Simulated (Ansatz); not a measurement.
Two isomers of CH5GeNS: A = `N=[CH][GeH2][SH]`, B = `[SH][GeH]1[CH2][NH]1`.

Program: Ansatz. Geometries: PBE0-D4/def2-TZVP. ΔE: electronic, gas phase. CBS: MP2 limit from def2 TZ/QZ plus the TZ coupled-cluster correction, frozen cores. DFT in def2-TZVPP. B3LYP here is the variant with VWN-RPA as its local correlation; programs differ in this. For Ge outer-core shells are correlated without core-valence functions, which leaves a few kJ/mol of doubt a bond. Scalar relativity is left out up to krypton. One conformer a species, not always the lowest.

A:

Z-matrix (Å, degrees):
```
Ge
C 1 1.964
S 1 2.227 2 108.5
H 1 1.537 2 111.1 3 113.6
H 1 1.533 2 109.2 3 -121.9
N 2 1.265 1 118.7 3 120.9
H 2 1.100 1 117.9 3 -57.5
H 3 1.343 1 94.2 2 -64.0
H 6 1.023 2 111.7 1 -178.8
```

B:

```xyz
9

S     0.6709   -1.9194    1.6197
Ge    0.6622   -0.5825   -0.1307
C    -0.0513    1.1915   -0.1396
N    -1.0171    0.1195   -0.5147
H    -0.5173   -1.4460    2.0330
H     1.5518   -1.0958   -1.2583
H    -0.2888    1.6939    0.7945
H     0.2866    1.8749   -0.9170
H    -1.2970    0.1638   -1.4870
```

Problem. Which is lower in electronic energy at CCSD(T)/CBS, and by how much? (An estimate is asked.)

Solution. Ansatz gave: A, by 10.0 kcal/mol.

Problem. Give E(B) − E(A) in kcal/mol with ωB97M-V, CCSD/def2-TZVPP, PBE0-D4, B3LYP-D4, MP2/def2-TZVPP, B2PLYP, CCSD(T)/def2-TZVPP. (Estimate.)

Solution. The calculation gave: ωB97M-V 11.4, CCSD/def2-TZVPP 12.7, PBE0-D4 8.9, B3LYP-D4 13.5, MP2/def2-TZVPP 8.4, B2PLYP 12.2, CCSD(T)/def2-TZVPP 11.7. None reverses the order clearly.

Largest T1 diagnostic: 0.012.

In def2-TZVPP, CCSD(T) changes the Hartree–Fock value by −8.4 kcal/mol (the triples alone add −1.0 kcal/mol) and MP2 by −11.7 kcal/mol.
